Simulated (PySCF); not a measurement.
CNO, SMILES [N]=C=O (connectivity only; charge and spin as stated), charge -1, multiplicity 1. Heavy atoms are numbered as in [N:1]=[C:2]=[O:3].

Geometry: B3LYP-D3(BJ)/def2-TZVPD. The multiplicity is an assumed one; other spin states were not compared. The isomer is the one that the SMILES or the coordinates give; other isomers of the formula were not compared.

Computed with HF/def2-TZVPD in PySCF.

Mulliken values depend strongly on the basis, most of all with diffuse functions as here. ESP charges are fitted to the potential on shells at 1.4 to 2.0 van der Waals radii. Atomic charges (e), one atom of each kind:

```json
[
 {"atom": "N1", "ESP fit": "-0.96", "meta-Löwdin": "-0.68", "Mulliken": "-0.60"},
 {"atom": "C2", "ESP fit": "0.69", "meta-Löwdin": "0.39", "Mulliken": "0.38"},
 {"atom": "O3", "ESP fit": "-0.73", "meta-Löwdin": "-0.71", "Mulliken": "-0.78"}
]
```
